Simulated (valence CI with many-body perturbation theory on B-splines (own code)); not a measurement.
## Hg⁶⁶⁺: calculated level list

Calculated by configuration interaction combined with many-body perturbation theory (CI+MBPT): four valence electrons over a frozen Dirac-Fock core [Ne], a basis of 11 s, 11 p, 10 d, 8 f, 5 g, 2 h functions for each j, with the one-electron correlation potential Σ1 (screened to all orders), the two-electron term Σ2, the three-electron term Σ3, Breit, model QED; selected single and double excitations, second order for the rest, scaled by the run's own slope (own B-spline code, finite nucleus).

No measured spectrum was set against this ion. As an estimate, large intervals hold to a few tenths of a per cent, small ones and those within an open d or f shell to about a per cent. Among the levels kept, up to 590 cm⁻¹ of a level comes from second order outside the variational space, and about a tenth of that is noise between levels of different J, which matters for small intervals.

Levels 1 to 45 of 167, with energies above the lowest level, (3s^2 3p1/2^2) J=0. "Leading %" is the weight of the configuration and term that name the level; weights of strongly mixed levels are sums over their largest components and can fall short. In the jj column 3d3/2^4 stands for four electrons in 3d with j = 3/2.

| No. | Configuration | Term | J | E (× 10³ cm⁻¹) | Leading % | g | Second component | Leading jj |
| --- | --- | --- | --- | --- | --- | --- | --- | --- |
| 1 | 3s²3p² | ³P | 0 | 0.00 | 68 |  | 32 % 3s²3p² ¹S | 3s^2 3p1/2^2 (100 %) |
| 2 | 3s²3p² | ³P | 1 | 4116.7 | 100 | 1.486 |  | 3s^2 3p1/2 3p3/2 (100 %) |
| 3 | 3s²3p² | ¹D | 2 | 4198.2 | 65 | 1.156 | 35 % 3s²3p² ³P | 3s^2 3p1/2 3p3/2 (100 %) |
| 4 | 3s3p³ | ³P° | 2 | 5666.3 | 47 | 1.509 | 26 % 3s3p³ ⁵S° | 3s 3p1/2^2 3p3/2 (97 %) |
| 5 | 3s3p³ | ³D° | 1 | 5903.3 | 26 | 1.048 | 24 % 3s3p³ ¹P° | 3s 3p1/2^2 3p3/2 (80 %) |
| 6 | 3s²3p3d | ³F° | 2 | 6076.5 | 74 | 0.751 | 20 % 3s²3p3d ¹D° | 3s^2 3p1/2 3d3/2 (99 %) |
| 7 | 3s²3p3d | ³D° | 1 | 6481.2 | 42 | 0.884 | 25 % 3s²3p3d ¹P° | 3s^2 3p1/2 3d3/2 (80 %) |
| 8 | 3s²3p3d | ³P° | 2 | 7194.9 | 46 | 1.279 | 34 % 3s²3p3d ³D° | 3s^2 3p1/2 3d5/2 (98 %) |
| 9 | 3s²3p3d | ³F° | 3 | 7208.4 | 50 | 1.100 | 28 % 3s²3p3d ¹F° | 3s^2 3p1/2 3d5/2 (99 %) |
| 10 | 3s3p²3d | ³D | 1 | 7665.0 | 45 | 0.449 | 37 % 3s3p²3d ⁵F | 3s 3p1/2^2 3d3/2 (99 %) |
| 11 | 3s3p²3d | ³D | 2 | 7731.6 | 30 | 1.115 | 17 % 3s3p²3d ⁵F | 3s 3p1/2^2 3d3/2 (98 %) |
| 12 | 3s²3p² | ³P | 2 | 8379.8 | 64 | 1.311 | 34 % 3s²3p² ¹D | 3s^2 3p3/2^2 (99 %) |
| 13 | 3s²3p² | ¹S | 0 | 8560.6 | 67 |  | 31 % 3s²3p² ³P | 3s^2 3p3/2^2 (98 %) |
| 14 | 3s3p²3d | ³D | 3 | 8740.2 | 36 | 1.336 | 19 % 3s3p²3d ⁵D | 3s 3p1/2^2 3d5/2 (99 %) |
| 15 | 3s3p²3d | ³F | 2 | 8864.9 | 27 | 1.028 | 21 % 3s3p²3d ¹D | 3s 3p1/2^2 3d5/2 (98 %) |
| 16 | 3s3p³ | ³D° | 2 | 9694.5 | 49 | 1.527 | 45 % 3s3p³ ⁵S° | 3s 3p1/2 3p3/2^2 (96 %) |
| 17 | 3s3p³ | ³D° | 3 | 9864.2 | 95 | 1.309 |  | 3s 3p1/2 3p3/2^2 (95 %) |
| 18 | 3s3p³ | ³P° | 0 | 9960.7 | 84 |  | 15 % 3s²3p3d ³P° | 3s 3p1/2 3p3/2^2 (84 %) |
| 19 | 3s3p³ | ¹D° | 2 | 10089 | 54 | 1.084 | 14 % 3s²3p3d ³D° | 3s 3p1/2 3p3/2^2 (69 %) |
| 20 | 3s3p³ | ³P° | 1 | 10097 | 31 | 1.265 | 20 % 3s3p³ ³D° | 3s 3p1/2 3p3/2^2 (80 %) |
| 21 | 3s3p³ | ³S° | 1 | 10201 | 30 | 1.332 | 29 % 3s3p³ ³P° | 3s 3p1/2 3p3/2^2 (98 %) |
| 22 | 3s²3p3d | ³F° | 3 | 10524 | 46 | 1.074 | 38 % 3s²3p3d ¹F° | 3s^2 3p3/2 3d3/2 (95 %) |
| 23 | 3s²3p3d | ³D° | 2 | 10579 | 37 | 1.055 | 22 % 3s3p³ ¹D° | 3s^2 3p3/2 3d3/2 (67 %) |
| 24 | 3s²3p3d | ³P° | 1 | 10580 | 44 | 1.115 | 32 % 3s²3p3d ³D° | 3s^2 3p3/2 3d3/2 (81 %) |
| 25 | 3s²3p3d | ³P° | 0 | 10589 | 84 |  | 15 % 3s3p³ ³P° | 3s^2 3p3/2 3d3/2 (84 %) |
| 26 | 3s²3p3d | ³F° | 4 | 11253 | 99 | 1.235 |  | 3s^2 3p3/2 3d5/2 (99 %) |
| 27 | 3s²3p3d | ³P° | 2 | 11344 | 43 | 1.219 | 42 % 3s²3p3d ¹D° | 3s^2 3p3/2 3d5/2 (97 %) |
| 28 | 3s3p²3d | ⁵F | 2 | 11526 | 27 | 1.148 | 16 % 3p⁴ ³P | 3s 3p1/2 3p3/2 3d3/2 (74 %) |
| 29 | 3s²3p3d | ³D° | 3 | 11536 | 63 | 1.203 | 34 % 3s²3p3d ¹F° | 3s^2 3p3/2 3d5/2 (96 %) |
| 30 | 3s3p²3d | ⁵D | 0 | 11582 | 75 |  | 14 % 3s3p²3d ³P | 3s 3p1/2 3p3/2 3d3/2 (94 %) |
| 31 | 3s3p²3d | ⁵D | 1 | 11604 | 50 | 1.119 | 23 % 3s3p²3d ⁵F | 3s 3p1/2 3p3/2 3d3/2 (99 %) |
| 32 | 3s²3p3d | ¹P° | 1 | 11631 | 62 | 1.070 | 25 % 3s²3p3d ³P° | 3s^2 3p3/2 3d5/2 (97 %) |
| 33 | 3s3p²3d | ⁵F | 3 | 11655 | 42 | 1.122 | 35 % 3s3p²3d ³F | 3s 3p1/2 3p3/2 3d3/2 (98 %) |
| 34 | 3p⁴ | ³P | 2 | 11717 | 33 | 1.200 | 17 % 3p⁴ ¹D | 3p1/2^2 3p3/2^2 (50 %) |
| 35 | 3s3p²3d | ³G | 4 | 11810 | 32 | 1.146 | 19 % 3s3p²3d ¹G | 3s 3p1/2 3p3/2 3d3/2 (96 %) |
| 36 | 3p⁴ | ¹S | 0 | 11838 | 45 |  | 24 % 3p⁴ ³P | 3p1/2^2 3p3/2^2 (69 %) |
| 37 | 3s3p²3d | ³F | 2 | 11931 | 55 | 0.909 | 9 % 3s3p²3d ³P | 3s 3p1/2 3p3/2 3d3/2 (87 %) |
| 38 | 3s3p²3d | ³D | 3 | 11995 | 33 | 1.237 | 16 % 3s3p²3d ¹F | 3s 3p1/2 3p3/2 3d3/2 (96 %) |
| 39 | 3s3p²3d | ³P | 1 | 12035 | 30 | 1.657 | 27 % 3s3p²3d ⁵P | 3s 3p1/2 3p3/2 3d3/2 (98 %) |
| 40 | 3s3p²3d | ³D | 2 | 12062 | 24 | 1.350 | 19 % 3s3p²3d ⁵P | 3s 3p1/2 3p3/2 3d3/2 (85 %) |
| 41 | 3s3p²3d | ³G | 3 | 12072 | 42 | 0.957 | 20 % 3s3p²3d ³F | 3s 3p1/2 3p3/2 3d3/2 (98 %) |
| 42 | 3s3p²3d | ³D | 1 | 12085 | 46 | 0.807 | 16 % 3s3p²3d ¹P | 3s 3p1/2 3p3/2 3d3/2 (98 %) |
| 43 | 3s3p²3d | ³D | 1 | 12317 | 43 | 0.968 | 22 % 3s3p²3d ³P | 3s 3p1/2 3p3/2 3d3/2 (96 %) |
| 44 | 3s3p²3d | ³F | 2 | 12319 | 27 | 0.962 | 14 % 3s²3d² ³F | 3s 3p1/2 3p3/2 3d3/2 (71 %) |
| 45 | 3s3p²3d | ³P | 0 | 12353 | 49 |  | 18 % 3s²3d² ³P | 3s 3p1/2 3p3/2 3d3/2 (53 %) |

The ionisation energy to 3s²3p ²P°1/2 of the next ion comes out as 8007.3 eV (NIST: 8010 ± 40 eV (theoretical)). All 167 levels together are meant to be complete up to 18667 × 10³ cm⁻¹.
